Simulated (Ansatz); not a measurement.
`C[AsH][SiH3]` + CH₃OH → `CO[AsH][SiH3]` + CH₄ at 400 K and 1 bar (ligand exchange at the As–C bond).

Program: Ansatz. Geometries: PBE0-D4/def2-TZVP. ΔE: electronic, gas phase. CBS: MP2 limit from def2 TZ/QZ plus the TZ coupled-cluster correction, frozen cores. This one scheme is used for every species. For As outer-core shells are correlated without core-valence functions, which leaves a few kJ/mol of doubt a bond. Scalar relativity is left out up to krypton. One conformer a species, not always the lowest.

| species | CCSD(T)/CBS energy (Eh) | H − E (kJ/mol) | S (J/(mol·K)) |
| --- | --- | --- | --- |
| `C[AsH][SiH3]` | -2566.34647 | 213.8 | 363.9 |
| CH₃OH | -115.61712 | 151.2 | 252.6 |
| `CO[AsH][SiH3]` | -2641.50192 | 230.8 | 402.2 |
| CH₄ | -40.46206 | 131.3 | 197.2 |

H − E and S are ideal-gas, rigid-rotor, harmonic terms from PBE0-D4/def2-TZVP, for one conformer and one mirror image of each species. 1 Eh = 2625.50 kJ/mol, R = 8.31446 J/(mol·K).

**Question.** By hand: ΔE, ΔH, ΔS and ΔG.

**Answer.** ΔE = (-2641.50192) + (-40.46206) − (-2566.34647) − (-115.61712) = -0.00039 Eh = -1.0 kJ/mol. Δ(H − E) = 230.8 + 131.3 − 213.8 − 151.2 = -2.9, so ΔH = -3.9 kJ/mol. ΔS = 402.2 + 197.2 − 363.9 − 252.6 = -17.1 J/(mol·K). ΔG = -3.9 − 400 × (-17.1)/1000 = 2.9 kJ/mol.

**Question.** By hand: the equilibrium constant, and the temperature at which ΔG would vanish if ΔH and ΔS stayed fixed.

**Answer.** log₁₀ K = −ΔG/(RT ln 10) = -0.4. ΔG = 0 at ΔH/ΔS = 228 K, though so small a ΔH makes that figure unsure.

TΔS isn't small against ΔH here. The sign of ΔG lies within the doubt. A doubt of 5 kJ/mol in ΔE shifts log₁₀ K by 0.7 here. Other conformers and mirror images would add mixing entropy, several J/(mol·K) or more a flexible species. Modes under 60 cm⁻¹, often nearly free rotors, make the harmonic entropy too high. These are equilibria of isolated gas molecules and say nothing of rates. Largest T1 diagnostic: 0.012 (customary marks: 0.02 for closed shells, 0.045 for open ones).
